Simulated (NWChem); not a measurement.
All runs are NWChem calculations. System: C₂HF₄, charge 0, spin multiplicity 2, at a geometry optimised with UPBE/def2-SVP. The structure started from a generated list of species. Its SCF solution wasn't tested for a lower state. Level: UHF/def2-TZVP.

The NWChem input:

```
start mol
memory heap 200 mb stack 900 mb global 1100 mb
geometry units angstroms nocenter noautoz noautosym
  F      1.793686    -0.897470    -0.143791
  C      1.104337     0.228228    -0.308867
  C     -0.351542     0.174159     0.015694
  F     -0.587348     0.030557     1.349582
  F     -0.962119    -0.859956    -0.601863
  F     -0.932203     1.328655    -0.378510
  H      1.675099     1.169610    -0.269727
end
basis spherical
  * library def2-tzvp
end
scf
  uhf
  nopen 1
  maxiter 100
  thresh 1e-7
  semidirect memsize 60000000 filesize 0
  # guess.movecs holds the orbitals of an unrestricted PBE0 run
  vectors input guess.movecs output mol.movecs
end
task scf energy
```

Output (cleaned and shortened):

```
             Northwest Computational Chemistry Package (NWChem) 7.3.0
             --------------------------------------------------------

                                NWChem Input Module
                                -------------------

 Scaling coordinates for geometry "geometry" by  1.889725989
 (inverse scale =  0.529177249)

                             Geometry "geometry" -> ""
                             -------------------------

 Output coordinates in angstroms (scale by  1.889725989 to convert to a.u.)

  No.       Tag          Charge          X              Y              Z
 ---- ---------------- ---------- -------------- -------------- --------------
    1 F                    9.0000     1.79368600    -0.89747000    -0.14379100
    2 C                    6.0000     1.10433700     0.22822800    -0.30886700
    3 C                    6.0000    -0.35154200     0.17415900     0.01569400
    4 F                    9.0000    -0.58734800     0.03055700     1.34958200
    5 F                    9.0000    -0.96211900    -0.85995600    -0.60186300
    6 F                    9.0000    -0.93220300     1.32865500    -0.37851000
    7 H                    1.0000     1.67509900     1.16961000    -0.26972700

 Effective nuclear repulsion energy (a.u.)     258.0524811804

            Nuclear Dipole moment (a.u.)
            ----------------------------
        X                 Y               Z
 ---------------- ---------------- ----------------
     0.0000245664     0.0000113384    -0.0000056692


 Summary of "ao basis" -> "" (spherical)
 ------------------------------------------------------------------------------
       Tag                 Description            Shells   Functions and Types
 ---------------- ------------------------------  ------  ---------------------
 *                         def2-tzvp                  on all atoms

 Summary of "ao basis" -> "ao basis" (spherical)
 ------------------------------------------------------------------------------
       Tag                 Description            Shells   Functions and Types
 ---------------- ------------------------------  ------  ---------------------
 F                         def2-tzvp                11       31   5s3p2d1f
 C                         def2-tzvp                11       31   5s3p2d1f
 H                         def2-tzvp                 4        6   3s1p

                                 NWChem SCF Module
                                 -----------------

  ao basis        = "ao basis"
  functions       =   192
  atoms           =     7
  alpha electrons =    25
  beta  electrons =    24
  charge          =   0.00
  wavefunction    = UHF
  use symmetry    = F
  symmetry adapt  = F

 Summary of "ao basis" -> "ao basis" (spherical)
 ------------------------------------------------------------------------------
       Tag                 Description            Shells   Functions and Types
 ---------------- ------------------------------  ------  ---------------------
 F                         def2-tzvp                11       31   5s3p2d1f
 C                         def2-tzvp                11       31   5s3p2d1f
 H                         def2-tzvp                 4        6   3s1p

 Forming initial guess at       0.2s

 Starting SCF solution at       0.2s

 ----------------------------------------------
         Quadratically convergent UHF

 Convergence threshold     :          1.000E-07
 Maximum no. of iterations :          100
 Integral*density screening:          1.000E-09
[...]
   130     -0.170317  5 F  px                71      0.164212  3 C  px
    99     -0.152953  4 F  px               133     -0.151946  5 F  px

 Vector   25  Occ=0.000000D+00  E= 7.959705D-02
              MO Center=  9.6D-01,  2.8D-01, -5.0D-01, r^2= 2.3D+00
   Bfn.  Coefficient  Atom+Function         Bfn.  Coefficient  Atom+Function
  ----- ------------  ---------------      ----- ------------  ---------------
    45      0.652239  2 C  pz                39      0.283689  2 C  pz
   189      0.263312  7 H  s                 36     -0.247004  2 C  s
    42      0.238905  2 C  pz                14     -0.233048  1 F  pz
    98     -0.186132  4 F  s                129      0.182547  5 F  s
    67     -0.179466  3 C  s

 Vector   26  Occ=0.000000D+00  E= 1.658155D-01
              MO Center=  2.0D+00,  1.6D+00, -2.6D-01, r^2= 3.2D+00
   Bfn.  Coefficient  Atom+Function         Bfn.  Coefficient  Atom+Function
  ----- ------------  ---------------      ----- ------------  ---------------
   189      3.470148  7 H  s                 36     -2.772466  2 C  s
    44     -1.562124  2 C  py                67      1.129168  3 C  s
   188     -0.535074  7 H  s                 75      0.461715  3 C  py
    66      0.354335  3 C  s                  5     -0.348382  1 F  s
   160     -0.347265  6 F  s                 45     -0.232572  2 C  pz

 Vector   27  Occ=0.000000D+00  E= 2.047489D-01
              MO Center=  1.3D+00,  2.0D-01, -1.9D-01, r^2= 4.8D+00
   Bfn.  Coefficient  Atom+Function         Bfn.  Coefficient  Atom+Function
  ----- ------------  ---------------      ----- ------------  ---------------
    43      1.599847  2 C  px                 5     -1.343295  1 F  s
   189     -1.269813  7 H  s                 67      1.252117  3 C  s
    36      0.882061  2 C  s                 75     -0.684968  3 C  py
   160      0.574617  6 F  s                129     -0.528021  5 F  s
    13     -0.469255  1 F  py                74      0.449365  3 C  px

 center of mass
 --------------
 x =  -0.04394671 y =  -0.02915044 z =   0.00921776

 moments of inertia (a.u.)
 ------------------
         396.639269637576         123.230893086894          24.490066063075
         123.230893086894         594.522159254523          -8.536184689234
          24.490066063075          -8.536184689234         663.919992543930

  Mulliken analysis of the total density
  --------------------------------------

    Atom       Charge   Shell Charges
 -----------   ------   -------------------------------------------------------
    1 F    9     9.24   0.77  1.20  0.60  1.01  0.34  2.24  2.26  0.80  0.00  0.02  0.00
    2 C    6     5.89   0.85  1.12  0.50  0.62  0.11  1.17  1.18  0.20  0.03  0.09  0.02
    3 C    6     5.32   0.85  1.13  0.51  0.50 -0.03  1.05  0.90  0.03  0.07  0.27  0.04
    4 F    9     9.24   0.77  1.20  0.60  1.02  0.33  2.23  2.27  0.80  0.00  0.02  0.00
    5 F    9     9.23   0.77  1.20  0.60  1.02  0.33  2.24  2.27  0.79  0.00  0.02  0.00
    6 F    9     9.24   0.77  1.20  0.60  1.02  0.34  2.24  2.27  0.79  0.00  0.02  0.00
    7 H    1     0.84   0.25  0.47  0.09  0.02

  Mulliken analysis of the alpha density
  --------------------------------------

    Atom       Charge   Shell Charges
 -----------   ------   -------------------------------------------------------
    1 F    9     4.63   0.39  0.60  0.30  0.51  0.17  1.14  1.14  0.38  0.00  0.01  0.00
    2 C    6     3.49   0.43  0.56  0.27  0.34  0.06  0.78  0.82  0.16  0.02  0.05  0.01
    3 C    6     2.63   0.43  0.56  0.25  0.24 -0.01  0.52  0.44  0.02  0.04  0.14  0.02
    4 F    9     4.63   0.39  0.60  0.30  0.51  0.17  1.13  1.14  0.40  0.00  0.01  0.00
    5 F    9     4.62   0.39  0.60  0.30  0.51  0.17  1.12  1.14  0.39  0.00  0.01  0.00
    6 F    9     4.62   0.39  0.60  0.30  0.51  0.17  1.12  1.14  0.39  0.00  0.01  0.00
    7 H    1     0.38   0.12  0.21  0.03  0.01

   Mulliken analysis of the beta density
   -------------------------------------

    Atom       Charge   Shell Charges
 -----------   ------   -------------------------------------------------------
    1 F    9     4.61   0.39  0.60  0.30  0.51  0.17  1.10  1.12  0.42  0.00  0.01  0.00
    2 C    6     2.40   0.43  0.56  0.22  0.27  0.05  0.39  0.36  0.04  0.02  0.04  0.01
    3 C    6     2.69   0.43  0.56  0.26  0.26 -0.02  0.54  0.46  0.02  0.04  0.13  0.02
    4 F    9     4.61   0.39  0.60  0.30  0.51  0.17  1.11  1.13  0.40  0.00  0.01  0.00
    5 F    9     4.61   0.39  0.60  0.30  0.51  0.17  1.12  1.13  0.39  0.00  0.01  0.00
    6 F    9     4.62   0.39  0.60  0.30  0.51  0.17  1.12  1.14  0.40  0.00  0.01  0.00
    7 H    1     0.46   0.14  0.26  0.05  0.01

   Mulliken analysis of the spin density
   -------------------------------------

    Atom       Charge   Shell Charges
 -----------   ------   -------------------------------------------------------
    1 F    9     0.02   0.00 -0.00  0.00  0.00 -0.00  0.04  0.01 -0.04  0.00  0.00  0.00
    2 C    6     1.09   0.00 -0.00  0.05  0.07  0.01  0.39  0.46  0.11 -0.00  0.00 -0.00
    3 C    6    -0.06  -0.00  0.00 -0.01 -0.02  0.01 -0.02 -0.03  0.00  0.00  0.01  0.00
    4 F    9     0.02   0.00 -0.00  0.00  0.00 -0.00  0.02  0.01 -0.01  0.00 -0.00  0.00
    5 F    9     0.01   0.00 -0.00  0.00  0.00 -0.00  0.00  0.00 -0.00  0.00 -0.00 -0.00
    6 F    9    -0.00  -0.00  0.00 -0.00 -0.00 -0.00  0.00  0.00 -0.00 -0.00  0.00 -0.00
    7 H    1    -0.08  -0.02 -0.05 -0.02  0.00

       Multipole analysis of the density wrt the origin
       ------------------------------------------------

     L   x y z        total         alpha         beta         nuclear
     -   - - -        -----         -----         ----         -------
     0   0 0 0     -0.000000    -25.000000    -24.000000     49.000000

     1   1 0 0      0.569513     -0.699435      1.268923      0.000025
     1   0 1 0      0.548175      0.111772      0.436392      0.000011
     1   0 0 1     -0.150171      0.341684     -0.491849     -0.000006

     2   2 0 0    -23.373212   -119.489960   -114.852701    210.969450
     2   1 1 0      2.291577     28.137974     28.598753    -54.445151
     2   1 0 1     -0.173626      7.210263      5.470463    -12.854351
     2   0 2 0    -23.747402    -68.791332    -68.028875    113.072805
     2   0 1 1     -0.196215     -1.654952     -1.907189      3.365926
     2   0 0 2    -24.098158    -52.303561    -49.553202     77.758605

 Task  times  cpu:      106.7s     wall:      106.7s

 Total times  cpu:      106.8s     wall:      106.8s
```
